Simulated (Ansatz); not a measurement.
The cluster Ag2Ge (the lowest singlet isomer of a short search). Total charge 0; singlet. Geometry PBE0-D4/def2-TZVP, basis def2-TZVP, Ansatz.

| atom | x (Å) | y (Å) | z (Å) |
| --- | --- | --- | --- |
| Ag1 | -0.529 | 0.176 | 1.547 |
| Ag2 | -0.642 | -0.706 | -1.340 |
| Ge3 | 1.172 | 0.530 | -0.208 |

```json
{"run": "A", "HOMO (eV)": "-5.30", "LUMO (eV)": "-2.97"}
{"run": "B", "HOMO (eV)": "-4.80", "LUMO (eV)": "-3.72"}
{"run": "C", "HOMO (eV)": "-6.30", "LUMO (eV)": "-1.92"}
{"run": "D", "HOMO (eV)": "-5.04", "LUMO (eV)": "-3.39"}
{"run": "E", "HOMO (eV)": "-4.72", "LUMO (eV)": "-3.90"}
```

In the def2 sets Ag takes a core potential; there is no spin–orbit coupling. The structure comes from a short search, and lower isomers may exist.

Task: The runs used CAM-B3LYP, PBE, PBE0, r2SCAN, r2SCANh. Estimate which is which.

Result: A PBE0 (25 % exact exchange); B r2SCAN (0 % exact exchange); C CAM-B3LYP (range-separated); D r2SCANh (10 % exact exchange); E PBE (0 % exact exchange). Exact exchange lowers occupied and raises empty levels; among semilocal functionals meta-GGAs tend to open the gap a little, and such runs are hard to tell apart. The gap grows from 0.82 eV (PBE) to 4.38 eV (CAM-B3LYP).
